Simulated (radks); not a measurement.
Task: The mean radii <r> (bohr) of the occupied orbitals of an atom or ion are listed with their occupations. All-electron calculation, Dirac Kohn-Sham, PBE, spin-unpolarised, spherical densities, point nucleus. Program: a radial shooting solver on a logarithmic mesh with Libxc functionals.

orbital  occ.      <r>
1s1/2       2  0.02971
2s1/2       2   0.1281
2p1/2       2   0.1085
2p3/2       4   0.1137
3s1/2       2   0.3483
3p1/2       2   0.3394
3p3/2       4   0.3505
3d3/2       4   0.3223
3d5/2       6   0.3258
4s1/2       2   0.8481
4p1/2       2   0.9014
4p3/2       4   0.9318
4d3/2       4    1.169
4d5/2       6    1.186
5s1/2       2    2.494
6p1/2       1    10.00

Name the element and its charge. Open shells, if any, fill j = l - 1/2 first.

Result: Z = 49, indium, charge 0: In in [Kr] 4d10 5s2 6p1. The 1s radius gives Z: for a bare nucleus <r> = (2 gamma + 1)/(2Z) with gamma = sqrt(1 - (Z/c)^2), 0.02926 bohr for Z = 49, and screening makes it slightly larger (0.02971 here). The occupations add up to 49, and the charge is Z minus that.
